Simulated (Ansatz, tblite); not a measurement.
Isomers of H₅Au₃ (singlet), found by a short tight-binding search and relaxed with r2SCAN-D4/def2-SVP in Ansatz.

In the def2 sets Au takes a core potential; there is no spin–orbit coupling. The xTB rows come from tblite. Correlated methods freeze no core orbitals; core or outer-core shells of Au are correlated, in sets that lack core-valence functions.

A: At CCSD(T)/def2-TZVP the test of the restricted singlet for broken spin symmetry was undecided.

Other spin states were run for one of them alone.

A:

```xyz
8

Au   -0.0447   -0.3783   -1.8579
Au   -1.5180   -1.0046    0.5320
Au    0.6389    0.5694    0.5434
H     1.2053    0.3731   -2.5003
H    -1.6378   -0.8354    2.1121
H     0.9181    1.0502    1.9955
H    -1.4620   -1.2422   -1.2271
H     1.9002    1.4678    0.4025
```

B:

Cartesian coordinates in Å:
```
Au 0.389 1.092 -1.883
Au -0.939 -1.823 0.841
Au 0.391 0.516 0.751
H 1.004 1.338 1.910
H -1.655 -2.868 -0.088
H 0.983 1.756 -0.213
H -0.073 -0.557 1.957
H -0.100 0.546 -3.275
```

C:

```
atom    x (Å)    y (Å)    z (Å)
 Au1   0.5470  -0.5317   1.5331
 Au2  -0.9556  -0.1935  -0.6723
 Au3   1.6578   1.1340  -0.2324
  H4   2.9518   1.3642   0.6619
  H5  -2.1616  -1.1573  -0.3320
  H6  -1.8629  -0.0379  -1.9247
  H7  -0.4245  -1.5186   2.2569
  H8   0.2480   0.9408  -1.2904
```

Task: Estimate which lies lowest at each level, and how far above it the others are (eV).

Result: 
| level | A | B | C |
| --- | --- | --- | --- |
| GFN1-xTB | 0.00 | 0.96 | 0.02 |
| GFN2-xTB | 0.21 | 0.57 | 0.00 |
| HF/def2-TZVP | 0.00 | 0.72 | 0.02 |
| PBE-D4/def2-TZVP | 0.02 | 0.61 | 0.00 |
| revPBE-D4/def2-TZVP | 0.03 | 0.59 | 0.00 |
| r2SCAN-D4/def2-TZVP | 0.01 | 0.69 | 0.00 |
| PBE0-D4/def2-TZVP | 0.00 | 0.70 | 0.01 |
| ωB97X-V/def2-TZVP | 0.00 | 0.85 | 0.05 |
| MP2/def2-TZVP | 0.00 | 0.96 | 0.06 |
| CCSD/def2-TZVP | 0.00 | 0.77 | 0.01 |
| CCSD(T)/def2-TZVP | 0.00 | 0.79 | 0.01 |
Point groups (tolerance 0.1 Å): A not assigned, B C2v, C not assigned. Lower isomers may exist.
